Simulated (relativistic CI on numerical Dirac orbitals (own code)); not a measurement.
Level scheme of Ag¹⁸⁺

These numbers are calculated, not measured: Dirac-Coulomb-Breit CI, orbitals from a KLI potential per configuration, QED by a radiative potential, unscaled Slater integrals (own radial code, finite nucleus).

Configuration list (outside the closed core [Ar]): 3d¹⁰4s, 3d¹⁰4p, 3d¹⁰4d, 3d¹⁰4f, 3d¹⁰5s, 3d¹⁰5p, 3d¹⁰5d, 3d¹⁰5f, 3d¹⁰5g, 3d¹⁰6s, 3d⁹4p², 3d¹⁰6p, 3d⁹4s², 3d⁸4s4p², 3d¹⁰6d, 3d¹⁰6f. Levels of other configurations are missing.

The lowest level is 3d¹⁰4s ²S1/2, with 100 % of that term; Hund's rules for 3d¹⁰4s give ²S with J = 1/2, in agreement.

| No. | Configuration | Term | J | E (10³ cm⁻¹) | % | Next component (%) | Landé g | Lifetime (s) |
| --- | --- | --- | --- | --- | --- | --- | --- | --- |
| 1 | 3d¹⁰4s | ²S | 1/2 | 0.0 | 100 |  | 2.001 |  |
| 2 | 3d¹⁰4p | ²P° | 1/2 | 314.4 | 100 |  | 0.664 | 7.52e-11 |
| 3 | 3d¹⁰4p | ²P° | 3/2 | 379.0 | 100 |  | 1.333 | 4.24e-11 |
| 4 | 3d¹⁰4d | ²D | 3/2 | 891.3 | 100 |  | 0.798 | 1.01e-11 |
| 5 | 3d¹⁰4d | ²D | 5/2 | 903.1 | 100 |  | 1.199 | 1.25e-11 |
| 6 | 3d¹⁰4f | ²F° | 5/2 | 1433.9 | 100 |  | 0.856 | 1.09e-11 |
| 7 | 3d¹⁰4f | ²F° | 7/2 | 1434.7 | 100 |  | 1.142 | 1.15e-11 |
| 8 | 3d¹⁰5s | ²S | 1/2 | 1733.7 | 100 |  | 2.001 | 2.39e-12 |
| 9 | 3d¹⁰5p | ²P° | 1/2 | 1875.6 | 100 |  | 0.665 | 3.58e-12 |
| 10 | 3d¹⁰5p | ²P° | 3/2 | 1903.7 | 100 |  | 1.333 | 4.21e-12 |
| 11 | 3d¹⁰5d | ²D | 3/2 | 2134.3 | 100 |  | 0.799 | 6.61e-12 |
| 12 | 3d¹⁰5d | ²D | 5/2 | 2139.7 | 100 |  | 1.200 | 6.25e-12 |
| 13 | 3d¹⁰5f | ²F° | 5/2 | 2370.5 | 100 |  | 0.856 | 4.82e-12 |
| 14 | 3d¹⁰5f | ²F° | 7/2 | 2371.1 | 100 |  | 1.143 | 4.75e-12 |
| 15 | 3d¹⁰5g | ²G | 7/2 | 2440.6 | 100 |  | 0.888 | 1.59e-12 |
| 16 | 3d¹⁰5g | ²G | 9/2 | 2440.9 | 100 |  | 1.111 | 1.59e-12 |
| 17 | 3d¹⁰6s | ²S | 1/2 | 2542.2 | 100 |  | 2.002 | 2.77e-12 |
| 18 | 3d¹⁰6p | ²P° | 1/2 | 2618.0 | 100 |  | 0.665 | 3.88e-12 |
| 19 | 3d¹⁰6p | ²P° | 3/2 | 2632.9 | 100 |  | 1.334 | 4.46e-12 |
| 20 | 3d⁹4s² | ²D | 5/2 | 2744.6 | 98 | 2 3d⁹4p² ²D | 1.197 | 3.53e-09 |
| 21 | 3d¹⁰6d | ²D | 3/2 | 2756.7 | 100 |  | 0.799 | 6.39e-12 |
| 22 | 3d¹⁰6d | ²D | 5/2 | 2759.7 | 100 |  | 1.200 | 6.04e-12 |
| 23 | 3d⁹4s² | ²D | 3/2 | 2795.3 | 98 | 2 3d⁹4p² ²D | 0.796 | 1.06e-09 |
| 24 | 3d¹⁰6f | ²F° | 5/2 | 2883.1 | 100 |  | 0.856 | 4.50e-12 |
| 25 | 3d¹⁰6f | ²F° | 7/2 | 2883.5 | 100 |  | 1.143 | 4.47e-12 |
| 26 | 3d⁹4p² | ⁴D | 5/2 | 3377.6 | 36 | 23 ²D | 1.236 |  |
| 27 | 3d⁹4p² | ⁴D | 7/2 | 3417.7 | 67 | 27 ⁴F | 1.356 |  |
| 28 | 3d⁹4p² | ⁴D | 3/2 | 3419.8 | 58 | 20 ⁴F | 1.034 |  |
| 29 | 3d⁹4p² | ²F | 5/2 | 3433.6 | 51 | 17 ⁴P | 1.096 |  |
| 30 | 3d⁹4p² | ²G | 9/2 | 3440.8 | 51 | 49 ⁴F | 1.218 |  |

Energies count from the lowest computed level; ° marks odd parity; lifetimes are radiative, by E1, M1, E2, M2 decay to levels of this space only; some are left blank where a channel outside the calculation adds to the decay or the decay crosses a small, uncertain gap.

The mean weight of the leading LS term, summed over parents, in these 30 levels is 92 %, and that of the leading jj configuration (from the same eigenvectors) 98 %.

At this charge energies of transitions that change n are usually good to better than 1 %, and those within a shell (Δn = 0) to a few per cent.

LS names give the leading component of a level, which can be under half, so a name can repeat, a term be missing and a line seem to break the LS rules.
